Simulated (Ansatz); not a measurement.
`F[B](F)[AlH2]`. Total charge 0; spin multiplicity 1.

Cartesian coordinates in Å:
```
F 0.008 -1.759 -1.210
B 0.520 -0.922 -0.318
F 1.704 -1.276 0.164
Al -0.494 0.876 0.302
H -1.488 0.845 1.539
H -0.250 2.237 -0.477
```

**Question.** What are the harmonic wavenumbers in cm⁻¹ at PBE0-D4/def2-TZVP (Ansatz, finite differences of forces, unscaled)? (An estimate is asked.)

**Answer.** Computed: 81, 156, 299, 343, 575, 576, 591, 777, 1227, 1319, 1922, 1930.

**Question.** Is this a minimum?

**Answer.** Yes, all 12 modes are real.

**Question.** Give the ideal-gas thermochemistry at 298.15 K and 1 bar (rigid rotor, harmonic oscillator; point group C2v, symmetry number 2).

**Answer.** Zero-point energy 58.6 kJ/mol; H(298) − E = 75.9 kJ/mol; entropy 310.2 J/(mol·K), of which translation 163.2, rotation 101.8, vibration 45.3; G(298) − E = -16.6 kJ/mol. Modes under 100 cm⁻¹ are hindered rotations or soft bends, so the harmonic entropy is rough.

**Question.** And at 400, 500, 600, 800 and 1000 K?

**Answer.** 
```
T (K)  H − E (kJ/mol)  S (J/mol/K)  G − E (kJ/mol)
  400            84.7        335.5           -49.5
  500            94.2        356.7           -84.1
  600           104.4        375.2          -120.8
  800           126.3        406.6          -199.0
 1000           149.6        432.6          -283.0
```
